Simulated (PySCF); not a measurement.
Computed properties of FH₇OSi₃, SMILES [SiH2]([SiH3])[Si@H](F)O

FH7OSi3, SMILES O[Si@@H](F)[SiH2][SiH3]. Geometry optimised at r2SCAN-D4/def2-SVP. The structure was generated by enumeration; whether it is a known compound was not checked. One conformer was computed; it need not be the lowest. All values are computed for the isolated molecule unless a solvent is named; none is compared with measurement here.

**Structure.** All 30 harmonic modes at r2SCAN-D4/def2-SVP (PySCF) are real, so it is a minimum. With heavy atoms numbered as in [OH:1][Si@@H:2]([F:3])[SiH2:4][SiH3:5], the shortest bond between them is Si2–F3 at 1.632 Å and the longest Si4–Si5 at 2.347 Å.

**Vibrations.** The strongest infrared lines (harmonic, unscaled, degenerate partners summed) lie at 855 cm⁻¹ (290 km/mol, H 88 %, Si 11 %), 884 cm⁻¹ (213 km/mol, H 62 %, Si 22 %, F 13 %), 2211 cm⁻¹ (190 km/mol, H 97 %). The softest mode is at 29 cm⁻¹ and the zero-point energy is 42.6 kcal/mol.

**Electronic structure.** CAM-B3LYP/def2-TZVP (PySCF) places the frontier levels at -9.22 and 0.52 eV, a gap of 9.74 eV, and gives a dipole moment of 1.54 D and a mean polarisability of 86.5 bohr³. PBE/def2-TZVP (PySCF) at the same geometry gives -6.83 and -1.31 eV, so its gap is 4.22 eV narrower. An orbital gap is neither the optical nor the fundamental gap.

**Excitations.** TDDFT-M06-2X/def2-SVPD (PySCF) has S1 at 6.46 eV (192 nm, f = 0.001, dark); the most intense of the 10 singlets computed lies at 7.98 eV (f = 0.27). T1 (TDA) is at 5.83 eV. TDDFT-PBE/def2-SVPD (PySCF) puts S1 at 5.84 eV. No vertical singlet excitation falls in the visible range (under 3.1 eV).

**NMR.** GIAO shifts at PBE0/pcSseg-1 (PySCF) (non-relativistic, atoms alike by connectivity averaged): ¹H from 2.9 to 6.0 ppm against TMS; ²⁹Si from -114.8 to 10.3 ppm against TMS; ¹⁹F at -152.2 ppm against CFCl3.

**Solvation.** SMD-M06-2X/def2-SVP (PySCF) gives -1.7 kcal/mol in water, -2.0 kcal/mol in n-hexane, -3.8 kcal/mol in chloroform (1 M in both phases, gas-phase geometry); of these solvents chloroform holds the molecule best.
